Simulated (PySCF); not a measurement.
## Dipole response of Ti²⁺ (titanium, charge +2)

[Ar] 3d2, high-spin 3F determinant. Calculation: PySCF 2.14, in x2c-TZVPPall with one added diffuse shell each of s, p, d, f type (7s6p5d3f1g, 80 functions); the spin-free X2C one-electron Hamiltonian (Gaussian nucleus). Coupled (time-dependent) response in atomic units; α is the mean over directions.

```csv
method,mean α (bohr³),C₆ (like pair),S(−4)
UHF,4.308,13.00,12.50
PBE,5.288,15.66,27.29
PBE0,4.897,14.60,20.56
```

S(−4) is the Cauchy moment in α(ω) = α(0) + S(−4) ω² + …

α(iu) at PBE0:

| u (hartree) | α(iu) (bohr³) |
| --- | --- |
| 0 | 4.897 |
| 0.0500 | 4.847 |
| 0.100 | 4.708 |
| 0.200 | 4.286 |
| 0.300 | 3.841 |
| 0.500 | 3.136 |
| 0.750 | 2.527 |
| 1.00 | 2.082 |
| 1.50 | 1.463 |
| 2.00 | 1.067 |
| 3.00 | 0.6243 |
| 5.00 | 0.2809 |

A single London oscillator, α(iu) = α/(1 + u²/ω²), gives C₆ = (3/4) ω α². Matching the computed C₆ needs ω = 4 × 14.60 / (3 × 4.897²) = 0.812 hartree.

For an ion, C₆ is the dispersion term alone; charge-induced terms of lower order in 1/R come first.
